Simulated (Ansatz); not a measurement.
H$_{5}$N$_{2}$NbO$_{2}$, SMILES `[NH2][Nb]([NH2])(=[O])[OH]`. Total charge 0; spin multiplicity 1. Nb: def2 effective core potential.

```xyz
10

N     0.832    0.561    1.452
Nb   -0.532   -0.005    0.136
N     0.220   -1.345   -1.111
O    -1.785   -0.758    0.994
O    -1.220    1.503   -0.821
H     0.744    0.416    2.447
H     1.716    1.005    1.249
H    -0.140   -2.283   -1.205
H     1.035   -1.231   -1.696
H    -0.870    2.137   -1.445
```

**Question.** List the harmonic frequencies (cm⁻¹, unscaled) at PBE0-D4/def2-TZVP in Ansatz. (An estimate is asked.)

**Answer.** Computed: 66i, 186, 187, 191, 220, 223, 321, 348, 400, 457, 480, 556, 577, 684, 684, 707, 1039, 1543, 1547, 3573, 3575, 3671, 3671, 3959.

**Question.** Is this a minimum?

**Answer.** No: 1 imaginary mode, so it is a saddle point.
